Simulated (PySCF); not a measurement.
CH2F3InO2, SMILES [OH][In]([OH])[C](F)(F)F. Atoms are numbered in the order given.

```xyz
9

In     0.2572     0.4707     0.3894
C     -0.6001    -1.1217    -0.9166
F     -1.9520    -1.1503    -0.8144
F     -0.1388    -2.3487    -0.5988
F     -0.2975    -0.8920    -2.2186
O      1.4574    -0.0038     1.9367
H      1.7236     0.8244     2.3835
O     -0.0341     2.4663     0.2212
H     -0.6176     2.6595    -0.5384
```

Geometry optimised at PBE-D3(BJ)/def2-SVP. The structure was generated by enumeration; whether it is a known compound was not checked. The def2 effective core potentials stand for the cores of In; spin–orbit coupling is left out. The values are those of a single conformer.

Method: HF/def2-TZVP in PySCF.

ESP charges are fitted to the potential on shells at 1.4 to 2.0 van der Waals radii. Atomic charges (e):

| atom | Löwdin | ESP fit |
|---|---|---|
| In1 | 0.74 | (withheld) |
| C2 | -0.63 | (withheld) |
| F3 | 0.11 | (withheld) |
| F4 | 0.13 | (withheld) |
| F5 | 0.11 | (withheld) |
| O6 | -0.40 | -0.88 |
| H7 | 0.17 | 0.44 |
| O8 | -0.40 | -0.82 |
| H9 | 0.17 | 0.36 |

Problem. What belongs in the gaps? (An estimate is asked for; the answer gives what the named calculation found.)

Solution. 
- In1, ESP fit: 1.17
- C2, ESP fit: 0.34
- F3, ESP fit: -0.21
- F4, ESP fit: -0.17
- F5, ESP fit: -0.22
